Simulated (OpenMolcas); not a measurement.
Consider [Cu2(μ-OH)2(Cl)4]2-, a planar model complex in vacuum (2 bridging OH, bridge angle 92°, metal-metal distance 2.85 Å, Cu–OH 1.98 Å; typed geometry, not optimised).

```xyz
10

Cu    -1.4236     0.0000     0.0000
Cu     1.4236     0.0000     0.0000
O      0.0000     1.3747     0.0000
H      0.0000     2.3347     0.0000
O      0.0000    -1.3747     0.0000
H      0.0000    -2.3347     0.0000
Cl    -3.0711     1.6476     0.0000
Cl    -3.0711    -1.6476     0.0000
Cl     3.0711     1.6476     0.0000
Cl     3.0711    -1.6476     0.0000
```

Problem. Give the energies of the total-spin states at CASSCF(2,2) on the singly occupied d orbitals (ANO-RCC-VDZP on Cu, O, Cl and ANO-RCC-VDZ on H, scalar-relativistic DKH2, RICD, no spin-orbit coupling, OpenMolcas), and the exchange constant.

Solution. Local spins 1/2 and 1/2.

```
total S  E (cm⁻¹)  natural occupations, lowest and highest
-------  --------  ---------------------------------------
1             0.0                             1.000, 1.000
0            20.8                             0.984, 1.016
```

J = 10.4 cm⁻¹ (ferromagnetic).

J is defined by H = −2J S1·S2, so negative values are antiferromagnetic. Wave-function values come from the highest and lowest total spin; broken-symmetry values use Yamaguchi's formula with the computed ⟨S²⟩. The active space holds the singly occupied metal orbitals alone, without bridging-ligand orbitals. No row is a measured value.
